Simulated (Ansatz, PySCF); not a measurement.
Molecule: RbF, charge 1, multiplicity 2. 
Structure (B3LYP-D3(BJ)/def2-TZVP (Ansatz, an electronic-structure program) minimum search):
```
Rb
F 1 3.4570
```
Charge +1, spin multiplicity 2.

Total electronic energies in hartree. Correlated levels leave the core frozen unless marked. Open shells are spin-unrestricted. No spin-orbit coupling. Frozen are the shells of the preceding noble gas and the d and f shells that filled before the atom's block. The outer core of K, Ca and their heavier congeners is not correlated, a term that matters for these elements. Past Kr the def2 sets carry scalar-relativistic core potentials. STO-3G rows are all-electron and non-relativistic. CBS(X,Y): correlation extrapolated as X^-3; Hartree-Fock from the larger set. [CCSD(T)-MP2]/basis is that difference in the basis named.

```csv
level,program,energy (Eh)
HF/def2-TZVPD,PySCF,-123.07680
HF/def2-TZVPP,Ansatz,-123.07636
RI-HF/def2-TZVPP,Ansatz,-123.07636
RI-HF/def2-QZVPP,Ansatz,-123.08046
RI-HF/def2-QZVPPD,Ansatz,-123.08061
r2SCAN/def2-TZVPD,Ansatz,-123.67673
r2SCAN-D4/def2-TZVPD,Ansatz + dftd4,-123.67688
PBE0/STO-3G,Ansatz,-3006.99385
PBE0/def2-TZVPD,Ansatz,-123.60683
PW6B95-D3(BJ)/def2-TZVPD,PySCF + dftd3,-123.80191
PW6B95/def2-TZVPD,PySCF,-123.80143
MN15/def2-TZVPD,PySCF,[?]
CAM-B3LYP-D4/def2-TZVPD,Ansatz + dftd4,-123.65485
wB97M-V/def2-TZVPD,Ansatz,[?]
B2GP-PLYP-D4/def2-TZVPD,Ansatz + dftd4,-123.51459
RPA@PBE/def2-TZVPP,Ansatz,[?]
RI-MP2/def2-TZVPPD,Ansatz,-123.27590
"RI-MP2/CBS(def2-TZVPP,def2-QZVPP)",Ansatz,-123.3166
SCS-MP2/STO-3G,Ansatz,-3005.63763
CCSD(T)/def2-TZVPPD,Ansatz,-123.29170
"RI-MP2/CBS(def2-TZVPPD,def2-QZVPPD)+[CCSD(T)-MP2]/def2-SVPD",Ansatz,-123.3300
"RI-MP2/CBS(def2-TZVPP,def2-QZVPP)+[CCSD(T)-MP2]/def2-QZVPP",Ansatz,-123.3317
"CCSD(T)/CBS(def2-TZVPPD,def2-QZVPPD)",Ansatz,-123.3310
```

Q: Some entries are withheld; supply them.

A: 
- MN15/def2-TZVPD, energy (Eh): -123.58342
- wB97M-V/def2-TZVPD, energy (Eh): -123.62182
- RPA@PBE/def2-TZVPP, energy (Eh): -123.39910
